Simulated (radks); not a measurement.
All-electron atom: the rhodium ion Rh11+ in [Ne] 3s2 3p5 3d10 4s2 4p5 (not the ground configuration).

Method: non-relativistic Kohn-Sham, PBE, spin-polarised, spherical densities, point nucleus; open shells are filled with parallel spins first (spin-orbit coupling, left out, can overturn this in heavy ions); relativity is left out, which matters for an element this heavy; computed with a radial shooting solver on a logarithmic mesh with Libxc functionals.

Energy parts (eV):
part                       energy
total                 -126058.503
kinetic                126013.485
electron-nucleus      -291877.003
Hartree                 43251.867
exchange-correlation    -3446.852

Orbitals (lengths in bohr, moments of r in powers of bohr; r(max) is where P^2 peaks):
orbital	occ.	eigenvalue (eV)	<r^4>	<r^2>	r(max)
1s up	1	-22636.32	5.951e-06	0.001533	0.02240
1s down	1	-22634.75	5.950e-06	0.001533	0.02240
2s up	1	-3438.656	0.001102	0.02544	0.1246
2s down	1	-3437.749	0.001101	0.02543	0.1246
2p up	3	-3208.204	0.0007312	0.01927	0.09783
2p down	3	-3206.663	0.0007311	0.01928	0.09786
3s up	1	-807.7699	0.04998	0.1813	0.3608
3s down	1	-804.8139	0.05009	0.1815	0.3609
3p up	3	-716.4758	0.04967	0.1765	0.3471
3p down	2	-713.4467	0.04981	0.1767	0.3472
3d up	5	-548.9164	0.04445	0.1553	0.2883
3d down	5	-546.2859	0.04450	0.1553	0.2880
4s up	1	-280.1171	1.204	0.9222	0.8558
4s down	1	-277.9572	1.215	0.9258	0.8565
4p up	3	-248.6253	1.430	0.9965	0.8810
4p down	2	-246.5251	1.447	1.002	0.8821

The highest occupied level is 4p down at -246.53 eV. The density falls to 0.001 e/bohr^3 at r = 2.12 bohr. Virial ratio -V/T = 2.00036. The spin density at the nucleus is -0.379 e/bohr^3 (1s -2.408, 2s 0.675, 3s 1.018, 4s 0.335). The electron density at the nucleus is 6.388e+04 e/bohr^3. Spin moment in Bohr magnetons: 2.
